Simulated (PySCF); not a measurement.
## Electronic absorption of Pd(PH3)2

Pd(PH3)2 (singlet state).
Cartesian coordinates in Å at the PBE0-D3(BJ)/def2-SVP level; atoms count from 1:
```
atom  x, y, z in Å
Pd1    0.009    0.022    0.000
P2     0.000   -0.008    2.262
H3     0.800   -0.941    2.981
H4    -1.202   -0.260    2.982
H5     0.388    1.133    3.019
P6     0.004    0.017   -2.262
H7     1.178    0.336   -3.001
H8    -0.868    0.869   -2.996
H9    -0.307   -1.169   -2.984
```

Level of theory: PySCF 2.14.0, density-fitted response routines, TDDFT PBE0/def2-SVPD, vertical, gas phase, core orbitals frozen in the response, def2 core potentials past Kr. Spin–orbit coupling is left out.

```
state  E (eV)  E (hartree)       f  main configurations (H = HOMO, L = LUMO)
   S1    3.75       0.1377   0.044      H→L/L+1 (≥76%), H-2/H-1→L/L+1 (≥18%)
   S2    3.75       0.1377   0.044      H→L/L+1 (≥76%), H-2/H-1→L/L+1 (≥18%)
   S3    3.92       0.1441  0.0000                      H-2/H-1→L/L+1 (≥91%)
   S4    3.92       0.1441  0.0005                      H-2/H-1→L/L+1 (≥91%)
   S5    4.23       0.1554   0.080      H-2/H-1→L/L+1 (≥61%), H→L/L+1 (≥23%)
   S6    4.23       0.1554   0.081      H-2/H-1→L/L+1 (≥61%), H→L/L+1 (≥23%)
   S7    4.58       0.1683  0.0000                               H→L+2 (98%)
   S8    4.72       0.1733  0.0000        H-3→L/L+1 (≥48%), H-4→L/L+1 (≥42%)
   S9    4.73       0.1740  0.0002        H-3→L/L+1 (≥50%), H-4→L/L+1 (≥36%)
  S10    4.73       0.1740  0.0002        H-3→L/L+1 (≥51%), H-4→L/L+1 (≥33%)
```

Triplets, Tamm–Dancoff:

```csv
state,E (eV),λ (nm),"main configurations (H = HOMO, L = LUMO)"
T1,3.23,383.4,H→L/L+1 (≥90%)
T2,3.23,383.3,H→L/L+1 (≥90%)
T3,3.79,327.0,H-2/H-1→L/L+1 (≥90%)
T4,3.79,327.0,H-2/H-1→L/L+1 (≥90%)
```

The lowest singlet level (S1/S2) comes at 331 nm (361 kJ/mol) in the ultraviolet; it is of moderate strength. The most intense listed level is S5/S6 at 4.23 eV (293 nm, f = 0.161 summed), 0.48 eV above S1. S1/S2, S3/S4, S5/S6 and S9/S10 lie within about 0.01 eV of each other in each set. For S1 the Löwdin share of palladium is 78% in HOMO and 40% in LUMO; for S5 the Löwdin share of palladium is 99% in HOMO-1 and 40% in LUMO+1. The listed states span 0.99 eV, and the widest gap between neighbours is 0.35 eV (S6 to S7). Orbital energies (eV): HOMO-3 -6.67, HOMO-2 -5.94, HOMO-1 -5.94, HOMO -5.42, LUMO -0.39, LUMO+1 -0.39, LUMO+2 0.24. Orbitals of the list HOMO-3 to LUMO+2 that lie within 0.01 eV of each other are written together with a slash and their weights summed (≥ marks a lower bound); for degenerate orbitals outside that list single weights are arbitrary. Singlets were solved by full linear response, triplets in the Tamm–Dancoff approximation.

Hardware: x86-64 server, one thread, shared host. Cost: 25 s wall.
